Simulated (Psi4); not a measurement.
disilylmethane (CH8Si2), singlet, geometry from GFN2-xTB, with bond 10-3 at 1.25 times its length; HF/def2-SV(P) run with Psi4.

The Psi4 input:
```
memory 2 GB

molecule mol {
0 1
  Si    1.469501    0.675243   -0.004315
  C     0.249959   -0.773362   -0.140745
  Si   -1.582865   -0.324499    0.068147
  H     2.839701    0.182994   -0.185178
  H     1.181014    1.668952   -1.040543
  H     1.358676    1.297376    1.316715
  H     0.513805   -1.524899    0.604684
  H     0.384534   -1.254531   -1.110514
  H    -1.982528    0.632796   -0.965442
  H    -1.860365    0.407650    1.722733
  H    -2.402995   -1.534148   -0.060719
}

set basis def2-sv(p)
set reference rhf
set stability_analysis check
set scf_type pk

energy('scf')
print_variables()
```

It wrote (shortened):

```
   => Loading Basis Set <=

    Name: DEF2-SV(P)
    Role: ORBITAL
    Keyword: BASIS

         ---------------------------------------------------------
                                   SCF
               by Justin Turney, Rob Parrish, Andy Simmonett
                          and Daniel G. A. Smith
                              RHF Reference
         ---------------------------------------------------------

  ==> Geometry <==

    Molecular point group: c1
    Full point group: C1

    Geometry (in Angstrom), charge = 0, multiplicity = 1:

       Center              X                  Y                   Z               Mass
    ------------   -----------------  -----------------  -----------------  -----------------
         SI           1.471342405760     0.669880788460    -0.009324754483    27.976926534650
         C            0.251800405760    -0.778724211540    -0.145754754483    12.000000000000
         SI          -1.581023594240    -0.329861211540     0.063137245517    27.976926534650
         H            2.841542405760     0.177631788460    -0.190187754483     1.007825032230
         H            1.182855405760     1.663589788460    -1.045552754483     1.007825032230
         H            1.360517405760     1.292013788460     1.311705245517     1.007825032230
         H            0.515646405760    -1.530261211540     0.599674245517     1.007825032230
         H            0.386375405760    -1.259893211540    -1.115523754483     1.007825032230
         H           -1.980686594240     0.627433788460    -0.970451754483     1.007825032230
         H           -1.858523594240     0.402287788460     1.717723245517     1.007825032230
         H           -2.401153594240    -1.539510211540    -0.065728754483     1.007825032230

  Running in c1 symmetry.

  Rotational constants: A =      0.59246  B =      0.09416  C =      0.08811 [cm^-1]
  Rotational constants: A =  17761.60448  B =   2822.87204  C =   2641.37064 [MHz]
  Nuclear repulsion =  149.146514460429273

  Charge       = 0
  Multiplicity = 1
  Electrons    = 42
  Nalpha       = 21
  Nbeta        = 21

  ==> Algorithm <==

  SCF Algorithm Type is PK.
  DIIS enabled.
  MOM disabled.
  Fractional occupation disabled.
  Guess Type is SAD.
  Energy threshold   = 1.00e-06
  Density threshold  = 1.00e-06
  Integral threshold = 1.00e-12

  ==> Primary Basis <==

  Basis Set: DEF2-SV(P)
    Blend: DEF2-SV(P)
    Number of shells: 38
    Number of basis functions: 66
    Number of Cartesian functions: 69
    Spherical Harmonics?: true
    Max angular momentum: 2

  ==> Integral Setup <==

  Using in-core PK algorithm.
   Calculation information:
      Number of atoms:                  11
      Number of AO shells:              38
      Number of primitives:             80
      Number of atomic orbitals:        69
      Number of basis functions:        66

      Integral cutoff                 1.00e-12
      Number of threads:                 1

  Performing in-core PK
  Using 4890732 doubles for integral storage.
  We computed 260833 shell quartets total.
  Whereas there are 274911 unique shell quartets.

  ==> DiskJK: Disk-Based J/K Matrices <==

    J tasked:                  Yes
    K tasked:                  Yes
    wK tasked:                  No
    Schwarz Cutoff:          1E-12

  Minimum eigenvalue in the overlap matrix is 7.3581449813E-03.
  Reciprocal condition number of the overlap matrix is 1.3542314221E-03.
    Using symmetric orthogonalization.

  ==> Pre-Iterations <==

  SCF Guess: Superposition of Atomic Densities via on-the-fly atomic UHF (no occupation information).

   -------------------------
    Irrep   Nso     Nmo
   -------------------------
     A         66      66
   -------------------------
    Total      66      66
   -------------------------

  ==> Iterations <==

                        Total Energy        Delta E     RMS |[F,P]|

   @RHF iter SAD:  -619.37423309323185   -6.19374e+02   0.00000e+00
   @RHF iter   1:  -620.04942754269462   -6.75194e-01   4.80648e-03 ADIIS/DIIS
   @RHF iter   2:  -620.11788758055468   -6.84600e-02   2.18013e-03 ADIIS/DIIS
   @RHF iter   3:  -620.13111289600693   -1.32253e-02   5.20981e-04 ADIIS/DIIS
   @RHF iter   4:  -620.13256371406032   -1.45082e-03   5.75629e-05 DIIS
   @RHF iter   5:  -620.13258502058204   -2.13065e-05   1.42410e-05 DIIS
   @RHF iter   6:  -620.13258633621444   -1.31563e-06   2.52527e-06 DIIS
   @RHF iter   7:  -620.13258638111427   -4.48998e-08   5.12160e-07 DIIS
  Energy and wave function converged.

	Presorting SO-basis two-electron integrals.
	Sorting File: SO Ints (nn|nn) nbuckets = 1
	Constructing frozen core operators
	Starting first half-transformation.
	Sorting half-transformed integrals.
	First half integral transformation complete.
	Starting second half-transformation.
	Two-electron integral transformation complete.
	Starting first half-transformation.
	Sorting half-transformed integrals.
	First half integral transformation complete.
	Starting second half-transformation.
	Two-electron integral transformation complete.
    Lowest singlet (RHF->RHF) stability eigenvalues:
       A 0.345163         A 0.358485         A 0.365514         A 0.370624
       A 0.375685

    Lowest triplet (RHF->UHF) stability eigenvalues:
       A 0.115698         A 0.263074         A 0.265528         A 0.271529
       A 0.274458

  ==> Post-Iterations <==

    Orbital Energies [Eh]
    ---------------------

    Doubly Occupied:

[...]
    Virtual:

[...]
    Final Occupation by Irrep:
              A
    DOCC [    21 ]
    NA   [    21 ]
    NB   [    21 ]

  @RHF Final Energy:  -620.13258638111427

   => Energetics <=

    Nuclear Repulsion Energy =            149.1465144604292732
    One-Electron Energy =               -1154.0556399861743557
    Two-Electron Energy =                 384.7765391446308172
    Total Energy =                       -620.1325863811143790

Computation Completed

Properties will be evaluated at   0.000000,   0.000000,   0.000000 [a0]

Properties computed using the SCF density matrix

 Multipole Moments:

 ------------------------------------------------------------------------------------
     Multipole            Electronic (a.u.)      Nuclear  (a.u.)        Total (a.u.)
 ------------------------------------------------------------------------------------

 L = 1.  Multiply by 2.5417464519 to convert [e a0] to [Debye]
 Dipole X            :          0.1115348            0.0412698            0.1528046
 Dipole Y            :         -0.1776365           -0.1488705           -0.3265070
 Dipole Z            :         -0.5133350            0.2277201           -0.2856148
 Magnitude           :                                                    0.4599260

 ------------------------------------------------------------------------------------

  Variable Map:
  ----------------------------------------------------------------------------
[...]
  Array Variable Map:
  ----------------------------------------------------------------------------
[...]
[...]
```
